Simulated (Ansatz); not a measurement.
A nudged elastic band was laid between two geometries of AlFH3N + ClH (8 atoms, charge 0, multiplicity 1).

Method: RHF/def2-SVP in Ansatz.

```
movable images  : 5
climbing image  : yes
spring          : 5.0 eV/Å²
optimiser       : quadratic models (default)
start path      : through a guess of the saddle point
force threshold : 0.05 eV/Å
iteration limit : 60
end points      : relaxed
```

Initial state:

```xyz
8
Properties=species:S:1:pos:R:3
Al 0.263 -0.254 0.112
H 0.256 -1.269 1.299
N 1.555 -0.153 -1.077
H 2.413 -0.669 -1.032
H 1.560 0.445 -1.881
F -1.115 0.639 -0.194
Cl 0.387 2.305 1.909
H -0.717 2.336 1.268
```

Final state:

```xyz
8
Properties=species:S:1:pos:R:3
Al 0.178 0.913 -0.414
H -0.329 -0.481 2.131
N 1.591 0.137 -1.085
H 1.591 -0.759 -1.534
H 2.516 0.521 -1.081
F -1.288 0.172 -0.518
Cl 0.277 2.808 0.463
H 0.067 0.070 2.442
```

Q: What changes between the two ends?

A: Bonds broken: Al1–H2, Cl7–H8. Bonds formed: Al1–Cl7, H2–H8. AlFH3N + ClH becomes AlClFH2N + H2.

Q: What energy profile does the band end with?

A: It converged. The highest image is number 3 of 0 to 6, 84.9 kJ/mol above the first end and 194.7 kJ/mol above the last; the last end lies 109.8 kJ/mol below the first. Neighbouring images differ by up to 1.7 eV, so the band resolves the path poorly. A vibrational analysis at the climbing image gives one clearly imaginary mode, 1330i cm⁻¹: a first-order saddle point. The orbitals stay closed-shell, which can raise the energy where a bond breaks towards radicals; this wasn't checked here.

```json
{"image": "0", "path coordinate (Å)": "0.00", "energy (kJ/mol)": "0.0", "Al1–H2 (Å)": "1.56", "Cl7–H8 (Å)": "1.28", "Al1–Cl7 (Å)": "3.13"}
{"image": "1", "path coordinate (Å)": "1.67", "energy (kJ/mol)": "10.1", "Al1–H2 (Å)": "1.57", "Cl7–H8 (Å)": "1.27", "Al1–Cl7 (Å)": "3.00"}
{"image": "2", "path coordinate (Å)": "3.35", "energy (kJ/mol)": "32.5", "Al1–H2 (Å)": "1.57", "Cl7–H8 (Å)": "1.28", "Al1–Cl7 (Å)": "2.82"}
{"image": "3", "path coordinate (Å)": "5.04", "energy (kJ/mol)": "84.9", "Al1–H2 (Å)": "1.67", "Cl7–H8 (Å)": "1.47", "Al1–Cl7 (Å)": "2.43"}
{"image": "4", "path coordinate (Å)": "5.83", "energy (kJ/mol)": "-74.6", "Al1–H2 (Å)": "2.08", "Cl7–H8 (Å)": "2.27", "Al1–Cl7 (Å)": "2.14"}
{"image": "5", "path coordinate (Å)": "6.62", "energy (kJ/mol)": "-107.1", "Al1–H2 (Å)": "2.48", "Cl7–H8 (Å)": "2.86", "Al1–Cl7 (Å)": "2.10"}
{"image": "6", "path coordinate (Å)": "7.41", "energy (kJ/mol)": "-109.8", "Al1–H2 (Å)": "2.95", "Cl7–H8 (Å)": "3.39", "Al1–Cl7 (Å)": "2.09"}
```

Q: What is the geometry of the highest image?

A: 
```xyz
8
Properties=species:S:1:pos:R:3
Al 0.124 0.211 0.037
H 0.252 -0.035 1.687
N 1.554 -0.022 -0.953
H 1.516 -0.331 -1.906
H 2.501 0.177 -0.695
F -1.379 -0.164 -0.533
Cl -0.072 2.420 1.043
H 0.107 1.126 1.723
```

The run took 3.5 min on 1 thread of Arm Neoverse V1, on a shared host, peak memory 0.15 GiB.
